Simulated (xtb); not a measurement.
Input file for xtb: GFN2-xTB on BeC+, 2S+1 = 4, a spin state set in the input, which need not be the lowest, a point of a bond scan (R = 1.546 Å). Charge +1.

```
$ xtb mol.xyz --gfn 2 --sp --chrg 1 --uhf 3
2

Be     0.00000000     0.00000000     0.00000000
C      0.00000000     0.00000000     1.54593700
```

Question: What total energy does the run end on?

Answer: -1.9831 hartree.
